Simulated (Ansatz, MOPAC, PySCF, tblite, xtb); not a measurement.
Potential energy surface of Li2O, singlet: map of symmetric stretch and bend. Scanned: O-Li bond length and Li-O-Li angle.

- GFN2-xTB, 300 K electronic temperature (tblite)
- RHF/cc-pVDZ (PySCF)
- r2SCAN/cc-pVDZ (PySCF)
- B3LYP/cc-pVDZ (PySCF)
- RKS-PBE/cc-pVDZ = restricted PBE/cc-pVDZ in Ansatz (an electronic-structure program)
- MP2 on RHF/cc-pVDZ, 1 core orbital frozen (PySCF)
- CCSD on RHF/cc-pVDZ, 1 core orbital frozen (PySCF)
- CCSD(T) on RHF/cc-pVDZ, 1 core orbital frozen (PySCF)
- PM6, restricted, heats of formation (MOPAC)
- PM7, restricted, heats of formation (MOPAC)
- GFN1-xTB (xtb)
- RKS-B3LYP/6-31G* = restricted B3LYP/6-31G*, spherical d (PySCF)
- RKS-B3LYP/6-311+G** = restricted B3LYP/6-311+G**, spherical d (PySCF)
- RKS-B3LYP/3-21G = restricted B3LYP/3-21G (PySCF 2.14.0)
- RHF/3-21G = restricted Hartree-Fock/3-21G in PySCF

Energies in kJ/mol at chosen points (x: O-Li bond length (Å); y: Li-O-Li angle (°)), relative to x = 1.62, y = 180:

```csv
method,"(1.54, 128.18)","(1.62, 171.36)","(2.11, 180)","(2.03, 110.91)","(1.46, 119.55)","(1.86, 145.45)","(1.46, 128.18)"
GFN2-xTB,14.0,0.4,169.2,148.0,37.6,68.0,31.8
RHF,37.4,0.5,219.8,188.0,100.3,77.2,86.0
r2SCAN,34.7,0.3,174.6,137.1,98.1,54.1,87.0
B3LYP,35.4,0.5,187.1,153.9,95.7,62.7,84.3
RKS-PBE/cc-pVDZ,36.4,0.4,162.6,128.6,99.4,49.9,88.7
MP2,37.9,0.2,153.5,111.6,105.3,40.9,94.0
CCSD,35.8,0.3,179.9,137.3,100.7,53.3,88.9
CCSD(T),35.6,0.2,164.1,117.2,101.4,45.5,90.3
PM6,-1.8,0.2,251.2,224.9,4.3,103.8,-1.3
PM7,1.7,0.6,255.3,235.9,1.1,117.3,-9.3
GFN1-xTB,-5.7,-0.1,199.8,148.3,11.4,77.9,9.3
RKS-B3LYP/6-31G*,29.8,0.3,194.1,151.8,87.3,65.2,77.7
RKS-B3LYP/6-311+G**,25.6,0.3,185.3,150.9,73.9,65.2,66.0
RKS-B3LYP/3-21G,23.9,0.2,223.7,173.9,77.4,82.1,66.6
RHF/3-21G,22.4,0.3,275.9,219.0,76.3,106.2,62.7
```
